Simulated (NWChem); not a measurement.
A series in which one site is exchanged, each optimised at PBE0/def2-SVP with NWChem, gas phase unless a solvent is named. All stand in one matching conformer (torsions within 35°), which need not be the lowest. This build's default masses of Se (78.918 u) and Br (79.917 u) are each other's, which moves their modes by up to 0.6 %. For some, no frequency run checked for a minimum. def2 effective core potentials on Cd, Te; no spin-orbit coupling.

A: [NH2][Cd][SiH3] (CdSiNH₅; site = Cd)
B: [Se]([SiH3])N (SiNH5Se; site = Se)
C: [NH2][Be][SiH3] (BeSiNH$_{5}$; site = Be)
D: N[Te][SiH3] (SiNH₅Te; site = Te)

Values for A:

- dipole (D), PBE0/def2-SVP = 1.18
- orbital gap (eV), PBE0/def2-SVP = 5.55
- static polarisability, PBE0/def2-SVPD (bohr³) = 75.6
- lowest singlet excitation, PBE0/def2-SVPD, TDA (eV) = 4.49

### Question
How do these values change for the other members?

### Answer
| change from A | B | C | D |
|---|---|---|---|
| dipole (D), PBE0/def2-SVP | +0.02 | +1.36 | +0.32 |
| orbital gap (eV), PBE0/def2-SVP | +0.69 | +1.26 | -0.39 |
| static polarisability, PBE0/def2-SVPD (bohr³) | -7.7 | -16.8 | +7.2 |
| lowest singlet excitation, PBE0/def2-SVPD, TDA (eV) | -0.10 | +0.77 | -0.92 |
